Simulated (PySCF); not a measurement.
Work out the structure from these simulated measurements.

Formula: C6H18Si4.

* 13C NMR: chemical shifts (computed TMS as zero) by class: 142.9 (1 C), 119.0 (1 C), 27.4 (1 C), 22.3 (1 C), 21.0 (1 C), 17.0 (1 C) ppm [GIAO PBE/pcSseg-1]
* Dipole: 1.08 D [PBE/pcSseg-1]
* Rotational structure: rotational constants A, B, C: 1.066, 0.388, 0.339 GHz [PBE0-D3(BJ)/def2-SVP]
* 1H NMR: chemical shifts (computed TMS as zero) by class: 5.98 (1 H), 5.20 (1 H), 5.16 (1 H), 4.64 (1 H), 4.52 (1 H), 4.13 (1 H), 4.09 (1 H), 4.03 (1 H), 3.88 (1 H), 2.18 (1 H), 1.71 (1 H), 1.44 (1 H), 1.38 (1 H), 1.10 (1 H), 1.09 (3 H), 0.69 (1 H) ppm [GIAO PBE/pcSseg-1]
* NMR, other nuclei: isotropic shieldings of nuclei other than C and H, by class: 385 (1 Si), 386 (1 Si), 435 (1 Si), 435 (1 Si) ppm [GIAO PBE/pcSseg-1]

Gas-phase values; electronic properties from PySCF, density fitting. Levels stand in brackets. Isolated species at its PBE0-D3(BJ)/def2-SVP geometry (one conformer only). Each NMR value is the plain mean over a class of atoms that symmetry, rotation or inversion makes alike.

Question: Give a SMILES that accounts for the data.

Answer: Numbering: `[CH2:1]=[CH:2][CH2:3][Si@@H:4]1[SiH2:5][SiH2:6][Si@H:7]1[CH2:8][CH2:9][CH3:10]`. Its formula, C6H18Si4, gives 2 degrees of unsaturation: 1 ring and 1 π bond in the structure found. 6 carbons fall into 6 classes; from least to most shielded: alkene CH carbon [C2] (142.9 ppm), terminal =CH2 carbon [C1] (119.0 ppm), chain CH2 carbon [C9] (27.4 ppm), chain sp3 carbon bound to silicon [C3] (22.3 ppm), methyl carbon [C10] (21.0 ppm), chain sp3 carbon bound to silicon [C8] (17.0 ppm). Hydrogen classes from least to most shielded: 1 H on an alkene CH carbon, C2 (5.98 ppm), 1 H on a terminal =CH2 carbon, C1 (5.20 ppm), 1 H on a terminal =CH2 carbon, C1 (5.16 ppm), 1 H on an SiH silicon, Si4 (4.64 ppm), 1 H on an SiH silicon, Si7 (4.52 ppm), 1 H on an SiH2 silicon, Si5 (4.13 ppm), 1 H on an SiH2 silicon, Si6 (4.09 ppm), 1 H on an SiH2 silicon, Si6 (4.03 ppm), 1 H on an SiH2 silicon, Si5 (3.88 ppm), 1 H on an sp3 carbon bound to silicon, C3 (2.18 ppm), 1 H on an sp3 carbon bound to silicon, C3 (1.71 ppm), 1 H on a chain CH2 carbon, C9 (1.44 ppm); 4 more classes are left out. The other shieldings belong to: 385 ppm, SiH silicon [Si4]; 386 ppm, SiH silicon [Si7]; 435 ppm, SiH2 silicon [Si6]; 435 ppm, SiH2 silicon [Si5]. The optimised geometry has point group C1 and is an asymmetric top. Structure: `C=CC[Si@@H]1[SiH2][SiH2][Si@H]1CCC`. Computed isomers that give other values at the same levels: `CC(C)[Si@H]1[SiH2][Si@@H](C2CC2)[SiH2]1` (13C chemical shifts (computed TMS as zero) by class: 22.6 (2 C), 19.0 (1 C), 6.2 (2 C), -5.3 (1 C) ppm); `CC(C)[Si@H]1[SiH2][Si@H](C2CC2)[SiH2]1` (13C chemical shifts (computed TMS as zero) by class: 23.7 (2 C), 16.5 (1 C), 6.2 (2 C), -3.4 (1 C) ppm); `C=CC[SiH2][Si]([SiH3])([SiH3])C1CC1` (13C chemical shifts (computed TMS as zero) by class: 144.2 (1 C), 121.9 (1 C), 21.8 (1 C), 6.2 (2 C), -7.1 (1 C) ppm). The assignments are read from this structure; whether some other isomer fits the data as well wasn't checked. The mirror image fits equally.

Conformer computed: `[CH2:1]=[CH:2][CH2:3][Si@@H:4]1[SiH2:5][SiH2:6][Si@H:7]1[CH2:8][CH2:9][CH3:10]`: C1–C2–C3–Si4 104°, C2–C3–Si4–Si5 -71°, Si6–Si7–C8–C9 164°, Si7–C8–C9–C10 180°.
